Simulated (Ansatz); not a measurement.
One change: `O[SiH2]C(O)O` becomes `O=CC(O)[SiH2]O`.

Ansatz, PBE0-D4/def2-TZVP geometries, multiplicity 1. Each molecule was computed in one conformer, which needn't be the lowest.

```json
{"property": "HOMO energy (ωB97M-V/def2-TZVPP) / eV", "`O[SiH2]C(O)O`": "-10.06"}
{"property": "size of the dipole moment (PBE/def2-TZVPP) / D", "`O[SiH2]C(O)O`": "1.32"}
{"property": "LUMO energy (PBE/def2-TZVPP) / eV", "`O[SiH2]C(O)O`": "-0.89"}
{"property": "size of the dipole moment (ωB97M-V/def2-TZVPP) / D", "`O[SiH2]C(O)O`": "1.32"}
{"property": "HOMO–LUMO gap (ωB97M-V/def2-TZVPP) / eV", "`O[SiH2]C(O)O`": "11.67"}
{"property": "HOMO energy (PBE0/def2-TZVPP) / eV", "`O[SiH2]C(O)O`": "-7.73"}
```

(1) Give the same properties after the change, and the shifts. (An estimate is asked.)

## Answers

(1) Computed: 
| property | `O=CC(O)[SiH2]O` | shift |
| --- | --- | --- |
| HOMO energy (ωB97M-V/def2-TZVPP) / eV | -10.09 | -0.03 |
| size of the dipole moment (PBE/def2-TZVPP) / D | 1.09 | -0.23 |
| LUMO energy (PBE/def2-TZVPP) / eV | -2.28 | -1.39 |
| size of the dipole moment (ωB97M-V/def2-TZVPP) / D | 1.23 | -0.09 |
| HOMO–LUMO gap (ωB97M-V/def2-TZVPP) / eV | 11.04 | -0.63 |
| HOMO energy (PBE0/def2-TZVPP) / eV | -7.80 | -0.07 |

With PBE0 the HOMO falls by 0.07 eV and the LUMO falls by 1.22 eV, so the gap narrows by about 1.15 eV. PBE moves the HOMO by -0.09 eV and ωB97M-V by -0.03 eV. Dipoles are sizes alone; their direction can turn.
